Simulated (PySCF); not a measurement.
C2H10N2Si2, SMILES [SiH3]/N=C(/[SiH2]N)C. Atoms are numbered in the order given.

```xyz
16

C      0.5344    -1.0918     1.7045
C     -0.0239    -0.3257     0.5272
N      0.6455     0.1238    -0.4611
Si     2.3344     0.1025    -0.9216
Si    -1.9178     0.0071     0.4619
N     -2.0927     1.1315    -0.8279
H      0.0086    -2.0567     1.8079
H      0.3408    -0.5323     2.6357
H      1.6145    -1.2798     1.6179
H      2.7659     1.5225    -1.0470
H      2.4091    -0.5547    -2.2563
H      3.2898    -0.5981    -0.0020
H     -2.3746     0.5342     1.7848
H     -2.6072    -1.3151     0.2861
H     -1.2594     1.1923    -1.4132
H     -2.9521     1.2725    -1.3456
```
Charge 0, spin multiplicity 1.

Coordinates come from a B3LYP-D3(BJ)/def2-SVP optimisation. The structure was generated by enumeration; whether it is a known compound was not checked. The values are those of a single conformer.

Two levels are set side by side: PBE/pcSseg-1 (PySCF) and PBE0/pcSseg-1 (PySCF). GIAO shifts against NH3 (¹⁵N), TMS (²⁹Si), TMS (¹H), TMS (¹³C) at the same level; non-relativistic, no solvent, atoms listed together averaged. Differences are taken from unrounded values.

```json
[
 {"quantity": "δ(¹³C) of C1 (ppm)", "PBE": "33.3"},
 {"quantity": "δ(¹³C) of C2 (ppm)", "PBE": "213.5"},
 {"quantity": "δ(¹⁵N) of N3 (ppm)", "PBE": "406.2"},
 {"quantity": "δ(²⁹Si) of Si4 (ppm)", "PBE": "-77.7"},
 {"quantity": "δ(²⁹Si) of Si5 (ppm)", "PBE": "-60.1"},
 {"quantity": "δ(¹⁵N) of N6 (ppm)", "PBE": "1.9"}
]
```

These are the PBE values. What does PBE0 give? (The exact figures need the calculation; the answer reports its results.)


| quantity | PBE0 | PBE minus PBE0 |
|---|---|---|
| δ(¹³C) of C1 (ppm) | 33.0 | 0.3 |
| δ(¹³C) of C2 (ppm) | 215.9 | -2.5 |
| δ(¹⁵N) of N3 (ppm) | 414.8 | -8.6 |
| δ(²⁹Si) of Si4 (ppm) | -71.9 | -5.8 |
| δ(²⁹Si) of Si5 (ppm) | -55.6 | -4.6 |
| δ(¹⁵N) of N6 (ppm) | -1.5 | 3.4 |

Rough cost on one machine, each run with all the roots and properties that it gave: PBE0 against PBE within a factor of 2.
